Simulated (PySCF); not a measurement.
C5H13BSi.
Geometry (PBE0-D3(BJ)/def2-SVP, Å), atoms numbered from 1 in this order:
```
atom  x, y, z in Å
Si1    2.6260    0.3442   -0.3862
C2     1.1963   -0.3114   -1.4323
B3    -0.1438    0.0297   -0.7174
C4    -0.8737   -0.8285    0.3900
C5    -2.2240   -0.1270    0.5915
C6    -1.9545    1.3525    0.2962
C7    -0.9895    1.3503   -0.8969
H8     2.6247   -0.2880    0.9697
H9     2.5133    1.8249   -0.2073
H10    3.9371    0.0465   -1.0416
H11    1.2967    0.1844   -2.4126
H12    1.3699   -1.3943   -1.5486
H13   -0.9291   -1.9156    0.2220
H14   -0.2442   -0.7016    1.2971
H15   -2.6673   -0.2876    1.5873
H16   -2.9515   -0.5174   -0.1427
H17   -2.8789    1.9269    0.1239
H18   -1.4566    1.8140    1.1677
H19   -0.4347    2.2876   -1.0595
H20   -1.5577    1.1729   -1.8360
```

The calculation used PySCF, TDDFT PBE0/def2-SVPD, vertical, gas phase, core orbitals frozen in the response.

Kohn–Sham orbitals with the atoms that hold most of them (Löwdin shares over 4%, at most four atoms; ? is withheld):

```csv
orbital,ε (eV),atoms
HOMO-3,-9.19,"C2 19%, Si1 15%, C5 12%, C6 12%"
HOMO-2,-8.85,"C6 19%, C5 17%, H18 12%, H16 10%"
HOMO-1,-8.45,?
HOMO,?,?
LUMO,-0.49,"B3 34%, C2 12%, Si1 10%, C7 10%"
LUMO+1,0.29,"B3 27%, Si1 18%, C2 5%, H12 5%"
LUMO+2,0.91,"Si1 34%, H9 8%, H8 8%, B3 6%"
```

(1) Give the leading atoms of the HOMO.

(2) Which atoms hold the HOMO-1, and with what shares?

(3) What is the HOMO energy, and the HOMO–LUMO gap?

Results:

(1) B3 (bonded to 3 C) 24%; C4 (bonded to B, C and 2 H) 22%; C7 (bonded to B, C and 2 H) 21%; C2 (bonded to B, Si and 2 H) 6%. By element: carbon 49% or more, boron 24%.

(2) C2 (bonded to B, Si and 2 H) 24%; B3 (bonded to 3 C) 20%; Si1 (bonded to C and 3 H) 9%; C7 (bonded to B, C and 2 H) 8%. By element: carbon 33% or more, boron 20%, silicon 9%.

(3) ε(HOMO) = -8.01 eV; the gap is 7.52 eV (0.2764 hartree).

How does S1 compare with the orbital gap of 7.52 eV?

S1 is at 5.83 eV (f = 0.0009), 1.69 eV below the gap, made of HOMO→LUMO (98%). 

One configuration dominates each of S1, S2, S3 and S4. Which, and how do the shares of the two leading atoms of either orbital change from the occupied to the empty one?

- S1 (5.83 eV, f 0.0009), HOMO→LUMO (98%): B3 24% → 34%, C4 22% → at most 11%, C2 6% → 12%
- S2 (6.38 eV, f 0.036), HOMO-1→LUMO (93%): C2 24% → 12%, B3 20% → 34%
- S3 (7.19 eV, f 0.033), HOMO-2→LUMO (79%): C6 19% → at most 11%, C5 17% → at most 11%, B3 at most 11% → 34%, C2 at most 11% → 12%
- S4 (7.22 eV, f 0.0043), HOMO→LUMO+1 (79%): B3 24% → 27%, C4 22% → at most 5%, Si1 at most 6% → 18%

The run took 40 s wall (grids of density and orbitals included) on one thread of an Intel Xeon 6975P-C, no GPU, shared host with 192 logical CPUs at a one-minute load of 75, and the process peaked at 1.1 GiB of memory.

One conformer stands for the species.
